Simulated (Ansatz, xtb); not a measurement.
## C4H7NSi2: 4 structures ranked

4 gas-phase structures of C4H7NSi2, from a drawn sample of its isomers (lower ones may exist). Each was relaxed with GFN2-xTB; where two conformers were screened, the lower at r2SCAN-D4/def2-SVP is listed:

A. `C#CC1=C[SiH2]N1[SiH3]`, a singlet
B. `N#CC[SiH2]C#C[SiH3]`, a singlet
C. `C#CC#C[SiH2]N[SiH3]`, a singlet
D. `C#C[Si@@H]1C=C[SiH2]N1`, a singlet

**Question.** Which do you expect lowest at r2SCAN-D4/def2-SVP, and how would the others follow?

**Answer.** Calculated order at r2SCAN-D4/def2-SVP: D (0.0), B (28.7), C (37.9), A (39.9) kcal/mol.

Energies above the lowest of each column, in kcal/mol; the last columns are at B3LYP-D3(BJ)/def2-SVP geometries and were run for some of them only (a dash: not run or not comparable):

```json
{"structure": "D", "GFN2-xTB": "6.5", "HF/STO-3G": "0.0", "r2SCAN-D4/def2-SVP": "0.0", "B3LYP-D3(BJ)/def2-SVP": "0.0", "CCSD(T)/def2-SVP + ΔMP2/def2-TZVPP": "0.0"}
{"structure": "B", "GFN2-xTB": "24.3", "HF/STO-3G": "7.7", "r2SCAN-D4/def2-SVP": "28.7", "B3LYP-D3(BJ)/def2-SVP": "26.4", "CCSD(T)/def2-SVP + ΔMP2/def2-TZVPP": "30.3"}
{"structure": "C", "GFN2-xTB": "12.3", "HF/STO-3G": "48.1", "r2SCAN-D4/def2-SVP": "37.9", "B3LYP-D3(BJ)/def2-SVP": "35.5", "CCSD(T)/def2-SVP + ΔMP2/def2-TZVPP": "40.3"}
{"structure": "A", "GFN2-xTB": "0.0", "HF/STO-3G": "50.8", "r2SCAN-D4/def2-SVP": "39.9", "B3LYP-D3(BJ)/def2-SVP": "–", "CCSD(T)/def2-SVP + ΔMP2/def2-TZVPP": "–"}
```

CCSD(T)/def2-SVP + ΔMP2/def2-TZVPP puts D lowest of those it was run on; GFN2-xTB picks A. Flexible structures stand in one conformer each, not always the lowest. Frequencies (GFN2-xTB) were run for B, C, D alone. The ΔMP2 step shifts differences by up to 8.8 kcal/mol, which makes them less sure. ΔMP2 is the change of the MP2 energy from the smaller to the larger basis.

Over these structures GFN2-xTB departs from r2SCAN-D4/def2-SVP by 16.9 kcal/mol on average once a common shift is removed. A GFN2-xTB relaxation took about 0.096 s and the r2SCAN-D4/def2-SVP energy about 0.61 s on a shared host (Ansatz 0.2.0, xtb 6.7.1).
